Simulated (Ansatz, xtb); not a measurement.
# Two isomers of C3H7FO2S

Structure a is `C[C@H](F)S(C)(=O)=O`, a singlet and structure b is `CS(=O)(=O)CCF`, a singlet. Both are isolated molecules in the gas phase, relaxed with PBE-D3(BJ)/def2-SVP, each in the lowest conformer that the search found.

Task: Estimate E(b) − E(a) at the level CCSD(T)/def2-SVP + ΔMP2/def2-TZVPP.

Result: Too close to call at this level: CCSD(T)/def2-SVP + ΔMP2/def2-TZVPP gives E(b) − E(a) = −3.08 kJ/mol.

Level by level:

| level | geometry | E(b) − E(a) (kJ/mol) | departure from the last row (kJ/mol) | job, with rough time for the two |
| --- | --- | --- | --- | --- |
| GFN2-xTB | GFN2-xTB | −1.65 | +1.43 | optimisation, 0.18 s |
| HF/STO-3G | GFN2-xTB | +5.73 | +8.81 | single point, 0.36 s |
| r2SCAN-D4/def2-SVP | GFN2-xTB | +4.60 | +7.68 | single point, 3.6 s |
| PBE-D3(BJ)/def2-SVP | PBE-D3(BJ)/def2-SVP | +2.40 | +5.48 | optimisation, 27 s |
| HF/def2-SVP | PBE-D3(BJ)/def2-SVP | −9.59 | −6.51 | part of the CCSD(T) run |
| MP2/def2-SVP | PBE-D3(BJ)/def2-SVP | −1.75 | +1.33 | part of the CCSD(T) run |
| CCSD(T)/def2-SVP | PBE-D3(BJ)/def2-SVP | −1.93 | +1.15 | single point |
| CCSD(T)/def2-SVP + ΔMP2/def2-TZVPP | PBE-D3(BJ)/def2-SVP | −3.08 |  | single point, 68 s |

As drawn, both hold the same kinds of bond in the same numbers. Structure a has 2 methyl groups, b 1.

The largest departure from CCSD(T)/def2-SVP + ΔMP2/def2-TZVPP is that of HF/STO-3G, 8.81 kJ/mol. The last row adds to CCSD(T) the change of the MP2 difference between the two basis sets, here −1.15 kJ/mol.

With thermal terms from frequencies at re-optimised GFN2-xTB minima (ideal gas, soft modes damped towards free rotors, one conformer each, 298.15 K, 1 atm): on the last row, ΔE + ΔZPE = −1.44, ΔH = −2.54, ΔG = −0.84 kJ/mol.

The correlated steps freeze 11 core orbitals. Mirror images aren't counted in ΔG. Run with Ansatz 0.2.0, xtb 6.7.1; the last row on 4 threads of Arm Neoverse V1 on a shared host.
